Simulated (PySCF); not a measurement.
BeClBr, SMILES [Br][Be][Cl]. Geometry optimised at r2SCAN-D4/def2-TZVP.

All values below come from PySCF with r2SCAN-D4/def2-TZVP.

Harmonic wavenumbers (cm⁻¹): 224, 224, 315, 1075. Rotational constants (GHz): 1.435 (linear); symmetry number 1.

### Question
Work out the zero-point energy and the ideal-gas rigid-rotor harmonic-oscillator thermochemistry at 298.15 K and 1 atm.

### Answer
ZPE = ½ Σ hcν = ½ × 1838 cm⁻¹ = 10.99 kJ/mol. H − E(el) = 23.55 kJ/mol. Entropy in J/(mol K): translation 168.90, rotation 77.94, vibration 22.00, total 268.83. G − E(el) = -56.60 kJ/mol. Cp = 52.35 J/(mol K).
